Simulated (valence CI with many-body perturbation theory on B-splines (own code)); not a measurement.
# Level structure of Tc²⁸⁺

Level of theory: relativistic CI+MBPT: five valence electrons over a frozen Dirac-Fock core [Ne], radial functions for each j: 11 s, 11 p, 10 d, 8 f, 5 g, 2 h, with the one-electron correlation potential Σ1, the two-electron term Σ2, the three-electron term Σ3, Breit, model QED; selected CI, second order for the rest, scaled by the run's own slope (own B-spline code, finite nucleus).

No measured spectrum was set against this ion. As an estimate, large intervals hold to a few tenths of a per cent, small ones and those within an open d or f shell to about a per cent. Among the levels kept, up to 3800 cm⁻¹ of a level comes from second order outside the variational space, and about a tenth of that is noise between levels of different J, which matters for small intervals.

Levels 91 to 135 of 167, with energies above the lowest level, 3s²3p³ ⁴S°_3/2. "Leading %" is the weight of the configuration and term that name the level; weights of strongly mixed levels are sums over their largest components and can fall short. Lifetimes count E1, E2, E3, M1 and M2 decay at the calculated energies, and are blank where another channel may lead or the interval is too uncertain; long ones can be off by a factor of two.

| No. | Configuration | Term | J | E (cm⁻¹) | Leading % | Lifetime | Second component |
| --- | --- | --- | --- | --- | --- | --- | --- |
| 91 | 3s3p³3d | ²F° | 5/2 | 2133600 | 38 | 9.30 ps | 10 % 3s3p³3d ⁴P° |
| 92 | 3s3p³3d | ²D° | 3/2 | 2147800 | 31 | 4.92 ps | 8 % 3s3p³3d ²P° |
| 93 | 3s3p³3d | ⁴D° | 5/2 | 2151200 | 23 | 4.99 ps | 15 % 3s3p³3d ²F° |
| 94 | 3s3p³3d | ⁴D° | 7/2 | 2158900 | 57 | 5.63 ps | 18 % 3s3p³3d ²F° |
| 95 | 3s²3p3d² | ⁴D° | 1/2 | 2161400 | 21 | 5.73 ps | 14 % 3s3p³3d ²P° |
| 96 | 3s²3p3d² | ⁴G° | 7/2 | 2163500 | 26 | 8.89 ps | 20 % 3s3p³3d ²G° |
| 97 | 3s²3p3d² | ⁴G° | 9/2 | 2166100 | 49 | 13.2 ps | 14 % 3s3p³3d ⁴F° |
| 98 | 3s3p³3d | ⁴D° | 1/2 | 2166500 | 30 | 4.14 ps | 12 % 3s3p³3d ²P° |
| 99 | 3s²3p3d² | ⁴D° | 1/2 | 2184400 | 23 | 4.48 ps | 17 % 3s²3p3d² ²S° |
| 100 | 3s3p³3d | ⁴D° | 5/2 | 2193200 | 16 | 9.57 ps | 12 % 3s3p³3d ²F° |
| 101 | 3s3p³3d | ⁴D° | 1/2 | 2199800 | 34 | 3.73 ps | 17 % 3s3p³3d ²P° |
| 102 | 3s3p³3d | ⁴D° | 3/2 | 2200800 | 20 | 4.64 ps | 20 % 3s²3p3d² ⁴D° |
| 103 | 3s3p³3d | ²D° | 3/2 | 2209000 | 19 | 4.52 ps | 9 % 3s²3p3d² ⁴F° |
| 104 | 3s3p³3d | ²F° | 5/2 | 2210200 | 26 | 6.30 ps | 19 % 3s²3p3d² ²F° |
| 105 | 3s3p³3d | ²D° | 5/2 | 2221600 | 21 | 5.33 ps | 15 % 3s3p³3d ⁴D° |
| 106 | 3s3p³3d | ²P° | 1/2 | 2227600 | 33 | 4.76 ps | 25 % 3s²3p3d² ⁴D° |
| 107 | 3s²3p3d² | ⁴F° | 3/2 | 2231100 | 22 | 3.47 ps | 14 % 3s3p³3d ⁴D° |
| 108 | 3s²3p3d² | ⁴G° | 9/2 | 2236700 | 24 | 13.1 ps | 17 % 3s²3p3d² ²H° |
| 109 | 3s²3p3d² | ²F° | 7/2 | 2249200 | 28 | 5.97 ps | 19 % 3s3p³3d ⁴D° |
| 110 | 3s²3p3d² | ⁴F° | 5/2 | 2255800 | 28 | 3.48 ps | 24 % 3s3p³3d ²F° |
| 111 | 3s²3p3d² | ⁴D° | 3/2 | 2264300 | 32 | 4.46 ps | 13 % 3s3p³3d ²D° |
| 112 | 3s²3p3d² | ²H° | 9/2 | 2268100 | 54 | 9.59 ps | 32 % 3s3p³3d ²G° |
| 113 | 3s3p³3d | ²F° | 7/2 | 2275700 | 40 | 7.50 ps | 14 % 3s²3p3d² ²G° |
| 114 | 3s3p³3d | ²D° | 5/2 | 2277800 | 31 | 5.45 ps | 22 % 3s²3p3d² ⁴D° |
| 115 | 3s3p³3d | ²P° | 3/2 | 2279700 | 23 | 3.48 ps | 14 % 3s²3p3d² ⁴F° |
| 116 | 3s3p³3d | ²F° | 7/2 | 2290000 | 38 | 4.34 ps | 16 % 3s²3p3d² ⁴D° |
| 117 | 3s3p³3d | ²F° | 5/2 | 2291300 | 19 | 3.78 ps | 9 % 3s²3p3d² ⁴F° |
| 118 | 3s²3p3d² | ⁴P° | 3/2 | 2304000 | 47 | 3.96 ps | 9 % 3s²3p3d² ²P° |
| 119 | 3s²3p3d² | ⁴P° | 1/2 | 2304300 | 34 | 3.72 ps | 33 % 3s3p³3d ²S° |
| 120 | 3s3p³3d | ²F° | 5/2 | 2306700 | 20 | 4.63 ps | 17 % 3s²3p3d² ²F° |
| 121 | 3s²3p3d² | ⁴G° | 11/2 | 2317600 | 92 | 14.8 ps | 4 % 3s3p³3d ⁴G° |
| 122 | 3s3p³3d | ²P° | 3/2 | 2332700 | 38 | 4.33 ps | 15 % 3s²3p3d² ²D° |
| 123 | 3s²3p3d² | ²F° | 7/2 | 2333700 | 31 | 4.56 ps | 23 % 3s3p³3d ²G° |
| 124 | 3s3p³3d | ²P° | 3/2 | 2362600 | 25 | 5.62 ps | 25 % 3s3p³3d ²D° |
| 125 | 3s²3p3d² | ⁴F° | 7/2 | 2367200 | 26 | 4.34 ps | 22 % 3s3p³3d ²F° |
| 126 | 3s²3p3d² | ⁴F° | 9/2 | 2373500 | 48 | 3.96 ps | 18 % 3s²3p3d² ⁴G° |
| 127 | 3s3p³3d | ²D° | 5/2 | 2374700 | 24 | 4.65 ps | 18 % 3s²3p3d² ⁴D° |
| 128 | 3s3p³3d | ²P° | 1/2 | 2381300 | 28 | 2.89 ps | 26 % 3s²3p3d² ²P° |
| 129 | 3s²3p3d² | ²P° | 1/2 | 2407200 | 30 | 4.43 ps | 25 % 3s3p³3d ²P° |
| 130 | 3s²3p3d² | ⁴D° | 3/2 | 2408900 | 28 | 2.87 ps | 20 % 3s3p³3d ²P° |
| 131 | 3s²3p3d² | ⁴D° | 5/2 | 2412100 | 28 | 2.69 ps | 16 % 3s²3p3d² ⁴F° |
| 132 | 3s²3p3d² | ²F° | 7/2 | 2417000 | 39 | 3.73 ps | 22 % 3s3p³3d ²F° |
| 133 | 3s²3p3d² | ⁴D° | 7/2 | 2430900 | 24 | 3.07 ps | 19 % 3s²3p3d² ⁴F° |
| 134 | 3s²3p3d² | ⁴D° | 5/2 | 2437800 | 14 | 3.43 ps | 13 % 3s3p³3d ²D° |
| 135 | 3s²3p3d² | ²P° | 1/2 | 2438200 | 55 | 3.87 ps | 17 % 3s²3p3d² ⁴D° |

Names give the largest LS component (configuration and term), which can be under half, so a name can repeat, a term be missing and a line seem to break the LS rules; names also repeat where a configuration has a term twice.

Where two levels of one J and parity lie close, their mixing, g and order are uncertain.
